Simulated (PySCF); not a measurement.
# How the functional moves excitation energies

Compound: p-xylene, C8H10.
Atom-mapped SMILES: `[CH3:1][c:2]1[cH:3][cH:4][c:5]([CH3:6])[cH:7][cH:8]1` (hydrogens: H9, H10, H11 on C1; H12 on C3; H13 on C4; H14, H15, H16 on C6; H17 on C7; H18 on C8)

Linear-response calculations in the def2-SVPD basis (PySCF; singlets by full response, triplets Tamm–Dancoff, core orbitals frozen in the response; HF means time-dependent Hartree–Fock). 'Strongest' is the level of largest summed f among the singlets computed (10 roots, of which the last may lack a degenerate partner); it can jump between rows when another state enters that window. S1 is the lowest singlet of each run and needn't be the same state throughout; f(S1) is that of one state. Isolated species at its PBE0-D3(BJ)/def2-SVP geometry, gas phase.

| functional | kind | S1 (eV) | f(S1) | strongest (eV) | T1 (eV) | HOMO (eV) | gap (eV) | ionisation energy, ΔSCF (eV) |
| --- | --- | --- | --- | --- | --- | --- | --- | --- |
| LDA | LDA | 4.93 | 0.007 | 6.56 | 4.22 | -5.86 | 4.54 | 8.55 |
| PBE | GGA | 4.96 | 0.005 | 6.59 | 4.03 | -5.70 | 4.62 | 8.35 |
| B3LYP | global hybrid, 20% exact exchange | 5.15 | 0.006 | 6.74 | 4.01 | -6.45 | 6.06 | 8.42 |
| PBE0 | global hybrid, 25% exact exchange | 5.23 | 0.007 | 6.84 | 3.95 | -6.66 | 6.47 | 8.42 |
| BHandHLYP | global hybrid, 50% exact exchange | 5.40 | 0.009 | 6.99 | 3.85 | -7.43 | 8.24 | 8.29 |
| CAM-B3LYP | range-separated hybrid | 5.26 | 0.007 | 6.89 | 3.97 | -7.83 | 8.70 | 8.48 |
| wB97X-D | range-separated hybrid | 5.28 | 0.007 | 6.92 | 4.08 | -8.39 | 9.93 | 8.46 |
| LC-wPBE | range-separated hybrid | 5.34 | 0.007 | 7.07 | 3.84 | -9.09 | 11.01 | 8.58 |
| HF | Hartree–Fock | 5.66 | 0.012 | 7.32 | 3.30 | -8.51 | 11.25 | not settled |

S1 runs from 4.93 eV (LDA) to 5.66 eV (HF), a spread of 0.73 eV, while the orbital gap spreads over 6.7 eV. Along PBE (0%), B3LYP (20%), PBE0 (25%), BHandHLYP (50%), HF (100%) S1 rises with the share of exact exchange. −ε(HOMO) comes closest to its own ΔSCF ionisation energy with wB97X-D (-0.07 eV) and misses most with LDA (-2.68 eV). 'Not settled' means that the ion's SCF failed to converge or may have ended in another state than the lowest.
